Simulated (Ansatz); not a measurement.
Cu₃S₂, relaxed as a doublet with UKS r2SCAN-D4/def2-SVP in Ansatz, starting from the GFN1-xTB geometry. Force threshold 0.02 eV/Å.

The relaxation made no stability test and no search for a lower SCF solution. No other spin state of charge 0 was run. The structure comes from a short search, and lower isomers may exist.

Start:

Cartesian coordinates in Å:
```
Cu -0.188 0.305 -1.370
Cu -0.565 0.838 0.997
Cu 0.753 -1.143 0.374
S -1.465 -0.970 -0.014
S 1.464 0.970 0.014
```

Q: Estimate the energy that the relaxation releases and the steps that it takes.

A: 0.01 eV, in 4 steps; 24 s on 4 threads of Arm Neoverse V1 on a shared host. No frequencies were taken in this run, so the end may be a saddle point.

Q: Does the start keep its bonding?

A: By distances, no bond broke or formed. The bond that changes most is Cu1–S5, from 2.26 to 2.26 Å (atoms count from 1).

Q: Predict the relaxed structure.

A: 
```xyz
5

Cu   -0.186    0.301   -1.351
Cu   -0.555    0.824    0.982
Cu    0.741   -1.125    0.369
S    -1.479   -0.979   -0.014
S     1.479    0.979    0.014
```
Bond lengths (bridged metal pairs left out): 6 × Cu–S 2.26 Å.
